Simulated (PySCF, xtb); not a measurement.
H5N2O2Ta, SMILES [NH2][Ta]([NH2])(=[O])[OH], multiplicity 1.

GFN2-xTB run with xtb at its own geometry gives an orbital gap of 4.00 eV and a dipole moment of 5.63 D.

Geometry: PBE0-D3(BJ)/def2-SVP. The spin state was assumed, not searched. The structure was generated by enumeration; whether it is a known compound was not checked. The def2 effective core potentials stand for the cores of Ta; spin–orbit coupling is left out. One conformer was computed; it need not be the lowest.

### Question
What does PBE0/def2-TZVP in PySCF give? (Estimate from the structure and the level; the computed values follow.)

### Answer
gap 7.24 eV (levels -7.30 and -0.06 eV), dipole 2.87 D.
